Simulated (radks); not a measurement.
Q: All-electron atom: the molybdenum ion Mo30+ in [Ne] 3s2. Method: scalar-relativistic Kohn-Sham, BLYP, spin-polarised, spherical densities, finite nucleus; Fermi nuclear charge, rms radius 4.4091 fm; computed with a radial shooting solver on a logarithmic mesh with Libxc functionals. Some entries of the table are withheld. Estimate them.

orbital  occ.  eigenvalue (hartree)  <1/r> (bohr^-1)
1s          2             -787.6219              (1)
2s          2             -158.7781            9.975
2p          6             -148.5231              (2)
3s          2             -62.61030            4.027
3p          0             -59.37722            3.909
4s          0             -33.44985            2.125

A: 
(1) 1s <1/r> (bohr^-1): 43.56
(2) 2p <1/r> (bohr^-1): 9.681
